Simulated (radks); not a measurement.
Results of a calculation; reference values are marked as such.
How relativity changes the ionisation of the dysprosium ion Dy2+ ([Xe] 4f10) to Dy3+ ([Xe] 4f9). Spin-unpolarised spherical Kohn-Sham, PBEsol, point nucleus unless stated (finite: rms radius 5.2218 fm), a radial shooting solver on a logarithmic mesh with Libxc functionals. A level marked "c x" has the speed of light scaled by that factor and shares open shells by 2j + 1; other Dirac levels either fill j = l - 1/2 first or share by 2j + 1.

| level | E(Dy2+) (hartree) | E(Dy3+) (hartree) | IE (eV) | HOMO | <r> HOMO (bohr) |
|---|---|---|---|---|---|
| non-rel. | -11640.4860 | -11639.3982 | 29.599 | 4f | 0.8230 |
| scalar-rel. | -12152.5872 | -12151.6427 | 25.700 | 4f | 0.8663 |
| scalar-rel., finite nucleus | -12151.5093 | -12150.5648 | 25.702 | 4f | 0.8663 |
| Dirac, 2j+1 shares | -12163.5520 | -12162.6105 | 25.619 | 4f7/2 | 0.8750 |
| Dirac, low j first | -12163.6075 | -12162.6851 | 25.100 | 4f7/2 | 0.8769 |
| Dirac, 2j+1 shares, finite nucleus | -12162.4671 | -12161.5255 | 25.621 | 4f7/2 | 0.8749 |
| Dirac, c x 0.85 | -12403.8596 | -12402.9710 | 24.179 | 4f7/2 | 0.8997 |
| Dirac, c x 1.25 | -11960.3137 | -11959.3208 | 27.018 | 4f7/2 | 0.8544 |
| Dirac, c x 1.5 | -11857.4549 | -11856.4334 | 27.795 | 4f7/2 | 0.8442 |

NIST Atomic Spectra Database: 22.89 eV (semi-empirical). The relativistic part of the total energy of Dy2+ is -522 hartree (Dirac, 2j+1 shares, finite nucleus), 4.5 % of the non-relativistic value. Spin polarisation and multiplet splitting of open shells are left out at every level.

Beside tabulated values, note that relativity, absent from the non-relativistic runs, is large for the heavy elements, and spin-unpolarised runs miss the spin-polarisation part of the exchange energy of open shells.
